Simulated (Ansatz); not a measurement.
A series at Ge: from `[Cl][Ge]([Cl])([Cl])[Br]`, ligands are replaced one by one, each step taking up H₂ and setting free HCl; n counts the steps. Ansatz, PBE0-D4/def2-TZVP geometries.

CBS adds triple-zeta CCSD(T) − MP2 to the MP2 limit, frozen cores; atoms without spin–orbit coupling. Outer-core shells of Br, Ge are correlated without core-valence functions. Scalar relativity is left out up to krypton. Spin–orbit coupling is left out.

```
n                    molecule  atomization energy, CCSD(T)/CBS (kJ/mol)
0  `[Cl][Ge]([Cl])([Cl])[Br]`                                         ?
1       `[Cl][GeH]([Cl])[Br]`                                    1329.2
2            `[Cl][GeH2][Br]`                                    1290.0
3                `[GeH3][Br]`                                    1249.2
```

Task: By hand: fit a straight line y = ȳ + b (n − n̄) to the 3 given rows and predict n = 0.

Result: n̄ = 2.000, ȳ = 1289.47; Σ(n − n̄)(y − ȳ) = -80.00, Σ(n − n̄)² = 2.000, so b = -40.00 kJ/mol a step. Prediction: 1289.47 + (-40.00) × (-2.000) = 1369.5 kJ/mol.

Task: By hand: compare with the computed value, 1361.2 kJ/mol, and give the steps along the whole series.

Result: The line misses by -8.3 kJ/mol (computed minus predicted). Steps: -32.0, -39.2, -40.8 kJ/mol.

The steps grow at each stage, from -32.0 to -40.8 kJ/mol, so the series is curved and an end member is harder to predict than an inner one. The miss is 7.4 % of the series' range. The energies themselves are unsure by some kJ/mol a bond, though much of that is common to the series.
